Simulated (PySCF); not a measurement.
# Electronic structure of Sm (samarium, neutral) at the UHF level

Configuration: [Xe] 4f5 5d1 6s2, one real determinant (an excited configuration). Computed with PySCF 2.14 in cc-pVDZ-X2C (8s7p5d3f1g, 84 functions), with scalar relativity by spin-free X2C-1e.

```json
{"Total energy": "-10422.683504 hartree", "One-electron energy": "-14234.9958 hartree", "Hartree (Coulomb) energy": "4047.1603 hartree", "Exchange energy": "-234.8480 hartree", "⟨S²⟩": "12.2393", "⟨L²⟩": "30.774", "Sum of ⟨r⟩": "44.92 bohr", "Sum of ⟨r²⟩": "88.37 bohr²", "Traceless quadrupole moment −½Σ⟨3z² − r²⟩ along its main axis": "0.691 e·bohr²", "Langevin diamagnetic susceptibility": "-70.0 ×10⁻⁶ cm³/mol"}
```

```tsv
shell	electrons	mean orbital energy (eV)	spread (eV)	rms radius, mean of both spins (bohr)
1s α	1	-47068.3	0	0.0259
1s β	1	-47068.3	0	0.0259
2s α	1	-7814.0	0	0.105
2s β	1	-7813.8	0	0.105
2p α	3	-6974.3	0.058	0.0941
2p β	3	-6974.2	0.101	0.0941
3s α	1	-1768.9	0	0.271
3s β	1	-1765.9	0	0.271
3p α	3	-1499.9	0.266	0.272
3p β	3	-1496.6	0.380	0.272
3d α	5	-1130.4	0.974	0.250
3d β	5	-1126.8	0.531	0.250
4s α	1	-383.16	0	0.614
4s β	1	-374.93	0	0.614
4p α	3	-292.03	0.254	0.652
4p β	3	-282.89	0.659	0.652
4d α	5	-160.58	3.338	0.721
4d β	5	-148.64	1.410	0.721
5s α	1	-59.242	0	1.50
5s β	1	-55.496	0	1.50
5p α	3	-33.932	0.652	1.74
5p β	3	-30.489	1.030	1.74
4f α	5	-20.525	2.289	0.993
5d α	1	-6.941	0	2.88
6s α	1	-5.542	0	4.62
6s β	1	-5.035	0	4.62
```

⟨L²⟩ = 30.77 against 56 for a pure K term, so this real determinant mixes terms. Spin-orbit coupling, absent here, splits the open shell strongly. ⟨S²⟩ = 12.24 against 12.00 shows spin contamination.

Densities and radii are taken from the X2C orbitals without a picture-change correction, which distorts them close to the nucleus.

Spin-orbit constants ζ (cm⁻¹) from the X2C one-electron operator on these orbitals: bare nucleus, nucleus screened by l(l+1)(2l+1)/3 electrons, and screened by the Breit-Pauli mean field of the electrons.

```tsv
shell	bare	screened nucleus	mean field
2p	3140000	3039000	n/a
3p	642700	622000	n/a
3d	100100	83990	n/a
4p	138200	133700	n/a
4d	18080	15160	n/a
4f	2527	1386	n/a
5p	18300	17710	n/a
5d	1045	876.3	n/a
```

To first order the Landé constant is A = 206.7 cm⁻¹, so the lowest level has J = 4 and lies 0.615 eV below the centre of the term. This holds in LS coupling only.
